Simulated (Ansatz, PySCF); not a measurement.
B(H)3 cation (BH₃), SMILES B (connectivity only; charge and spin as stated), charge +1, multiplicity 2. Atoms are numbered in the order given.

```xyz
4

B      0.0000     0.0000    -0.1717
H      0.0000    -0.7163     0.8838
H      0.0000    -0.0002    -1.3443
H      0.0000     0.7166     0.8836
```
Charge +1, spin multiplicity 2.

Geometry optimised at r2SCAN-D4/def2-TZVPD. The multiplicity is an assumed one; other spin states were not compared. The isomer is the one that the SMILES or the coordinates give; other isomers of the formula were not compared.

Two levels are set side by side: PBE-D3(BJ)/def2-TZVPD (Ansatz, a first-principles code) and r2SCAN-D4/def2-TZVPD (PySCF). Each level has its own optimised geometry; the coordinates shown are those of the second. Frequencies come from the Hessian of PySCF at each geometry. Differences are taken from unrounded values.

```
quantity                            r2SCAN-D4  PBE-D3(BJ)  PBE-D3(BJ) minus r2SCAN-D4
----------------------------------  ---------  ----------  --------------------------
mean bond length (Å)                    1.241       1.250                       0.009
bond B1–H2 (Å)                          1.276       1.285                       0.009
bond B1–H3 (Å)                          1.173       1.181                       0.008
bond B1–H4 (Å)                          1.276       1.285                       0.009
highest harmonic wavenumber (cm⁻¹)       2867        2804                         -63
mean harmonic wavenumber (cm⁻¹)          1541        1517                         -24
zero-point energy (kcal/mol)            13.22       13.01                       -0.21
```
